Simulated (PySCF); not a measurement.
B(H)(Me)(NMe2), SMILES CBN(C)C (C₃H₁₀BN) (GFN2-xTB optimised geometry):

```
15

B     -0.475     0.002     0.000
H     -1.018    -1.041     0.000
C     -1.315     1.353     0.000
H     -2.386     1.167    -0.003
H     -1.095     1.967    -0.873
H     -1.100     1.963     0.876
N      0.908     0.002     0.000
C      1.741     1.182     0.001
C      1.708    -1.202    -0.001
H      2.386     1.196     0.886
H      2.385     1.197    -0.885
H      1.128     2.077     0.002
H      2.351    -1.236    -0.888
H      2.352    -1.237     0.884
H      1.065    -2.077    -0.001
```

Calculation: PBE0/def2-TZVP run with PySCF.

Task: What are the frontier orbital energies and the dipole moment?

Result: HOMO-2 -9.80 eV, HOMO-1 -8.46 eV, HOMO -7.19 eV, LUMO 0.59 eV, LUMO+1 1.03 eV; dipole moment 1.64 D.

On the same geometry PBE/def2-TZVP (PySCF) gives HOMO-2 -8.30 eV, HOMO-1 -7.05 eV, HOMO -5.96 eV, LUMO -0.34 eV, LUMO+1 0.27 eV; dipole moment 1.73 D.

Meta-Löwdin charges at PBE0/def2-TZVP: B1 0.03, H2 -0.01, C3 -0.48, H4 0.12, H5 0.12, H6 0.12, N7 -0.13, C8 -0.24, C9 -0.24, H10 0.11, H11 0.11, H12 0.13, H13 0.11, H14 0.11, H15 0.13.
